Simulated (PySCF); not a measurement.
A GIAO shielding run with PySCF 2.14.0 with density-fitted response routines (density fitting, non-relativistic, gas phase) on SMILES C#CC[C@@H](C)[Si@@H]1C[C@@H]1F, C7H11FSi:

```
$ OMP_NUM_THREADS=1 python probes_run.py task.json out

{"job": {"kind": "nmr", "xc": "PBE0", "basis": "pcSseg-1"}, "charge": 0, "multiplicity": 1}
C      2.417111     1.100741     1.885261
C      2.049894     0.825122     0.779721
C      1.580932     0.451372    -0.537152
C      0.464727    -0.605014    -0.460942
C      1.012603    -1.911878     0.107366
Si    -1.012240     0.032445     0.550495
C     -2.708737    -0.018477    -0.281739
C     -2.073120     1.374870    -0.270927
F     -1.727275     1.863073    -1.511979
H      2.752917     1.362890     2.843945
H      1.208284     1.344416    -1.046647
H      2.424066     0.056417    -1.114294
H      0.127389    -0.791549    -1.486887
H      0.237974    -2.674393     0.149382
H      1.828486    -2.285358    -0.511049
H      1.396956    -1.754471     1.113297
H     -0.954809     0.046267     2.001641
H     -3.617598    -0.111982     0.293498
H     -2.815318    -0.450874    -1.267351
H     -2.597388     2.157062     0.266181
```

Hardware: 1 thread of an Intel Xeon, shared host. The job also computes population analyses, field gradients, ring-centre shieldings.

Q: How large is the calculation?

A: 76 electrons, 215 basis functions and 1133 auxiliary functions.

Q: How long does it take, and how much memory does it need?

A: 120 s of wall time, with 14 SCF cycles and 5 response iterations; peak memory 1 GiB. Times on a shared host scatter by some tens of per cent.
